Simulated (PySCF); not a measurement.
**Where the electron goes**

Compound: (CF3)3CH, C4HF9.
Geometry (PBE0-D3(BJ)/def2-SVP, Å), atoms numbered from 1 in this order:
```xyz
14
C4HF9 angstrom
F     -0.4868    0.4711    1.9984
C     -0.2174    1.1494    0.8901
F      0.8785    1.8714    1.1020
F     -1.2188    1.9930    0.6606
C     -0.0263    0.2153   -0.3110
C     -1.1434   -0.8309   -0.4109
F     -1.1944   -1.3267   -1.6426
F     -2.3256   -0.2809   -0.1469
F     -0.9543   -1.8342    0.4374
C      1.3679   -0.4232   -0.3320
F      1.6911   -0.9319    0.8512
F      1.4225   -1.3990   -1.2334
F      2.2823    0.4822   -0.6626
H     -0.1005    0.8404   -1.2121
```

Method used: PySCF 2.14.0, density-fitted response routines, TDDFT wB97X-D/def2-SVPD, vertical, gas phase, core orbitals frozen in the response.

Frontier orbitals with the atoms that hold most of them (Löwdin shares over 4%, at most four atoms; ? is withheld):

| orbital | ε (eV) | atoms |
| --- | --- | --- |
| LUMO+2 | 2.98 | F4 16%, F12 15%, F7 11%, F3 8% |
| LUMO+1 | 2.98 | F13 16%, F8 13%, F3 12%, F7 11% |
| LUMO | 2.08 | ? |
| HOMO | -13.73 | C5 21%, F7 16%, F3 14%, C6 9% |
| HOMO-1 | -13.74 | C5 21%, F12 15%, F13 14%, C10 11% |
| HOMO-2 | -14.41 | C5 25%, F11 13%, F1 13%, F9 13% |
| HOMO-3 | -14.62 | F13 18%, F7 16%, F4 15%, F12 12% |

Task: Which atoms hold the LUMO, and with what shares?

Result: H14 (bonded to C) 19%; C5 (bonded to 3 C and H) 14%; C10 (bonded to C and 3 F) 9%; C6 (bonded to C and 3 F) 9%. By element: carbon 32% or more, hydrogen 19%.

Within 0.005 eV of a neighbour in this list lie HOMO-1/HOMO and LUMO+1/LUMO+2 (point group found: C3); within a degenerate set the shares of single atoms can hang on how the components are chosen.

Task: How does S1 compare with the orbital gap of 15.81 eV?

Result: S1 is at 11.48 eV (f = 0.0043), 4.33 eV below the gap, made of HOMO-1/HOMO→LUMO (≥78%), HOMO-1/HOMO→LUMO+3 (≥12%). S1/S2 lie within about 0.01 eV of each other. Without the coupling terms of the response equations the lowest excitation would equal the gap.

Next come S2 at 11.49 eV (f 0.0042), HOMO-1/HOMO→LUMO (≥78%), HOMO-1/HOMO→LUMO+3 (≥12%); S3 at 12.06 eV (f 0.0032), HOMO-1/HOMO→LUMO+6 (≥27%), HOMO-1/HOMO→LUMO+5 (≥19%); S4 at 12.18 eV (f 0.076), HOMO-2→LUMO (77%); S5 at 12.36 eV (f 0.0084), HOMO-1/HOMO→LUMO+1/LUMO+2 (≥36%), HOMO-1/HOMO→LUMO+6 (≥11%).

Orbitals of the list HOMO-3 to LUMO+2 that lie within 0.01 eV of each other are written together with a slash and their weights summed (≥ marks a lower bound); for degenerate orbitals outside that list single weights are arbitrary.
